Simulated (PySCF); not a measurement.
These are PySCF with B3LYP-D3(BJ)/def2-TZVP // TPSS-D3(BJ)/def2-SVP values and carry that method's errors. All species are isolated molecules in the gas phase. B3LYP has the VWN-RPA correlation part, as in Gaussian. 

Reference species: [Cd(Cl)(F)] (neutral, multiplicity 1).

* **mean distance from the central atom to its bonded neighbours**: 2.109 Å
* **HOMO–LUMO gap**: 6.08 eV
* **coordination number**: 2
* **LUMO**: -2.77 eV

Changed species: [Cd(Cl)2] (0 of 2 Cl replaced by F; the reference has 1 of 2 Cl replaced by F).

Q: What does the change do to the mean distance from the central atom to its bonded neighbours, HOMO–LUMO gap, coordination number and LUMO?

A: the mean distance from the central atom to its bonded neighbours rises by 0.180 Å, to 2.289 Å; the HOMO–LUMO gap decreases by 0.13 eV, to 5.95 eV; the coordination number is nearly the same; the LUMO goes up by 0.10 eV, to -2.67 eV.
